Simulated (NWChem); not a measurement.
# SiH2I, doublet; SMILES I[SiH2]

```xyz
4

Si     0.0637    -1.8606     0.0000
I      0.0067     0.5807     0.0000
H     -0.6232    -2.3652     1.2297
H     -0.6232    -2.3652    -1.2297
```
Atoms are numbered in this order, from 1.

Computed with NWChem. Spin-unrestricted. In the optimisation the excess spin sits in a' (Cs, its own frame). The geometry was optimised at PBE0/def2-SVP, spin-unrestricted. Not confirmed as a minimum by frequencies. No stability test was run on the SCF state. def2 effective core potentials on I; no spin-orbit coupling.

Q: Predict the results for PBE/def2-SVP. Quantities: highest occupied level (eV); lowest empty minus highest occupied level, either spin (eV); dipole (D); <S²>.

A: 
```yaml
highest occupied level (eV): -5.30
lowest empty minus highest occupied level, either spin (eV): 1.45
dipole (D): 0.78
"<S²>": 0.752
```
